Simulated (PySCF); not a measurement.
Numbering as in the mapped SMILES `[O:1]=[C:2]=[C:3]([C:4]([F:5])=[C:6]([F:7])[F:8])[C@H:9]([F:10])[Cl:11]`; H(Xn) means a hydrogen on atom n.

Geometry: GFN2-xTB; GIAO absolute shieldings from PySCF, gas phase, non-relativistic, averaged over equivalent atoms.

At revPBE/pcSseg-0 (105 basis functions, 17 s wall time on 1 thread of an Intel Xeon Platinum 8488C, shared host):
```
atoms  σ (ppm)
   O1   -133.7
   C2    -22.9
   C6     15.6
   C4     59.7
   C9     65.0
   C3    139.6
   F8    255.5
   F7    260.3
  F10    296.7
   F5    363.8
 Cl11    604.3
H(C9)    25.69
```

Problem. Predict the values at PBE0/pcSseg-1 on the same geometry.

Solution. 
```csv
atoms,σ at PBE0/pcSseg-1,change
O1,-108.3,+25.4
C2,-17.8,+5.1
C6,20.3,+4.7
C4,61.4,+1.7
C9,75.8,+10.8
C3,139.9,+0.3
F8,277.2,+21.7
F7,282.2,+21.9
F10,317.4,+20.7
F5,380.0,+16.2
Cl11,607.8,+3.5
H(C9),24.36,-1.33
```

The largest change is at O1 (carbonyl oxygen). Cost: 199 basis functions, 28 s wall time on 1 thread of an Intel Xeon Platinum 8488C, shared host. The order of the carbon signals is the same at both levels.

Carbons that carry Cl, above all several Cl atoms, come out too deshielded, partly because spin–orbit coupling is missing.
